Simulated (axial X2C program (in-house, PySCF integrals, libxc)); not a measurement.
Ω levels of NNdO from open-shell CI on f(δφ)1 f(π)0

Computed with an in-house all-electron X2C program for linear molecules (integrals from PySCF): two-component X2C with atomic mean-field Coulomb and Gaunt terms, basis N dyall-v3z, Nd dyall-v3z, O dyall-v3z (cores contracted in-house). Orbitals come from Hartree–Fock averaged over the configuration Nd f(δφ)1 f(π)0; CI then distributes these electrons over the f(δφ), f(π) shells of Nd.

N–Nd–O held linear, bonds 1.646 and 1.720 Å (the second held) (near the minimum of the configuration average).

Active spinors (ω > 0):

| shell | ω | ε (eV) | character |
| --- | --- | --- | --- |
| f(δφ) | 5/2 | 6.01 | 100% Nd f |
| f(δφ) | 3/2 | 6.02 | 100% Nd f |
| f(δφ) | 5/2 | 6.39 | 100% Nd f |
| f(δφ) | 7/2 | 6.43 | 100% Nd f |
| f(π) | 3/2 | 5.68 | 96% Nd f |
| f(π) | 1/2 | 5.68 | 93% Nd f, 4% Nd p |

Lowest levels of this model:

| Ω | energy (cm⁻¹) | g∥ | μ (D) | configuration |
| --- | --- | --- | --- | --- |
| 5/2 | 0 | 4.15 | 1.34 | 100% f(δφ)1 |
| 7/2 | 3149 | 8.00 | 1.34 | 100% f(δφ)1 |
| 3/2 | 3550 | 2.02 | 1.32 | 100% f(δφ)1 |
| 5/2 | 6052 | 5.85 | 1.32 | 100% f(δφ)1 |

g∥ is the magnitude of 2⟨Lz + ge Sz⟩ for the +Ω component. μ is positive if the O end is positive.

From Ω and g∥ of the lowest level, whose 2⟨Lz + ge Sz⟩ is positive, find ⟨Sz⟩ and ⟨Lz⟩ (ge = 2.0023).

Ω = ⟨Lz⟩ + ⟨Sz⟩ = 5/2 and ⟨Lz⟩ + ge⟨Sz⟩ = 2.075, so ⟨Sz⟩ = -0.42 and ⟨Lz⟩ = 2.92.

Occupations of the active spinors in the lowest level by ω, shell by shell in order of energy: -7/2: 0.00; -5/2: 0.00 0.00; -3/2: 0.00 0.00; -1/2: 0.00; 1/2: 0.00; 3/2: 0.00 0.00; 5/2: 0.84 0.16; 7/2: 0.00. The leading determinant has weight 0.84 among 2.

This point took 2.7 s on 1 thread of Arm Neoverse V1 (shared host).

Dynamic correlation is missing, so gaps between terms are too wide and other configurations may lie lower; the lowest level listed is that of this model, not necessarily the ground state. At most 6 roots were kept for each Ω > 0 (twice that for Ω = 0) within 3.5 eV of the lowest, so higher up levels can be missing between those listed; levels with Ω > 0 are doubly degenerate and listed once, Ω = 0 levels singly. States that fill the shells left empty in the average are placed too high. The molecule was held linear; bending was not examined.
